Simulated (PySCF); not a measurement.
## MoI at UHF

Computed with UHF; PySCF, scalar-relativistic core potentials, basis sets Mo def2-TZVPP with ECP28, I def2-TZVPP with ECP28.

```json
{
 "state": "⁶Σ⁺ (sextet), unpaired electrons σ ↑, π ↑↑, δ ↑↑",
 "bond length": "2.764 Å",
 "harmonic wavenumber": "184 cm⁻¹",
 "force constant": "1.10 mdyn/Å",
 "rotational constant Be": "0.03992 cm⁻¹",
 "anharmonicity ωexe": "0.440 cm⁻¹",
 "vibration–rotation constant αe": "0.000132 cm⁻¹",
 "bond order (Mayer)": "0.84",
 "dipole moment (positive dipole means Mo(−)I(+))": "-7.06 D"
}
```

These are scalar-relativistic numbers at best; spin–orbit coupling would shift them, the dissociation energy most. Hartree–Fock leaves out correlation, which carries a large part of most bond energies and some tenths to 1 eV of ionisation energies. With d or f electrons several states lie close, and the lowest PBE0 determinant need not be the measured ground state.
